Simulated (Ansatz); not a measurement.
## Ansatz (development build ahead of 0.2.0) run

```yaml
crystal:
  periodic: [false, false, false]
  atoms:
    - { symbol: Zn, position_ang: [0.0, 0.0, 0.0] }
    - { symbol: Si, position_ang: [0.0, 2.6186, 0.9531] }
    - { symbol: Si, position_ang: [0.0, -2.6186, 0.9531] }
basis:
  gaussian: { orbitals: pcseg-2 }
magnetization:
  spin_polarized: true
  initial_magnetization: 4
hamiltonian:
  xc: pbe0
```

The input is written out in the form of the current development build from the run's settings.

Results

* Converged: yes
* Total energy: -2357.74745 hartree
* Spin squared of the determinant: 6.033
* Stability test: minimum

Caution: other spin multiplicities may lie lower.
